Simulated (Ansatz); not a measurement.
A structure relaxed at PBE-D4/def2-SVP in Ansatz, charge 0, singlet:

```xyz
46

S    -0.064  -10.067   -0.484
C     0.811   -9.140    0.727
C     1.609   -9.542    1.782
C     2.048   -8.341    2.419
C     1.491   -7.286    1.713
C     1.561   -5.860    1.862
C     2.219   -5.043    2.775
C     1.910   -3.703    2.414
C     1.081   -3.779    1.301
C     0.444   -2.789    0.487
C    -0.385   -2.868   -0.626
C    -0.696   -1.529   -0.991
C    -0.039   -0.710   -0.079
C     0.037    0.710    0.079
C     0.694    1.529    0.991
C     0.383    2.867    0.626
C    -0.446    2.788   -0.488
C    -1.082    3.779   -1.301
C    -1.910    3.704   -2.415
C    -2.218    5.043   -2.776
C    -1.560    5.861   -1.862
C    -1.490    7.286   -1.713
C    -2.046    8.342   -2.419
C    -1.606    9.543   -1.782
C    -0.810    9.140   -0.725
S     0.064   10.065    0.487
O    -0.732    7.781   -0.672
O    -0.869    5.090   -0.966
O    -0.657    1.476   -0.822
O     0.655   -1.476    0.822
O     0.868   -5.090    0.966
O     0.731   -7.782    0.674
H    -0.559   -8.963   -1.108
H     1.848  -10.573    2.063
H     2.699   -8.259    3.296
H     2.849   -5.379    3.605
H     2.245   -2.782    2.900
H    -0.718   -3.792   -1.108
H    -1.325   -1.187   -1.819
H     1.322    1.186    1.819
H     0.716    3.791    1.108
H    -2.246    2.782   -2.901
H    -2.848    5.380   -3.606
H    -2.695    8.260   -3.297
H    -1.844   10.573   -2.064
H     0.560    8.961    1.110
```

(1) Give its formula, name or SMILES and point group.

(2) Summarise the bond lengths by kind (pairs closer than 1.2 times the sum of covalent radii, bridged metal pairs left out).

Answers

(1) `Sc1ccc(-c2ccc(-c3ccc(-c4ccc(-c5ccc(-c6ccc(S)o6)o5)o4)o3)o2)o1`. Point group C2h (tolerance 0.1 Å).

(2) 23 × C–C 1.38 to 1.44 Å; 12 × C–O 1.36 to 1.38 Å; 2 × C–S 1.76 Å; 12 × C–H 1.09 to 1.10 Å; 2 × H–S 1.36 Å.

Single mean-field runs in def2-SVP are fitted with def2-universal-jkfit.
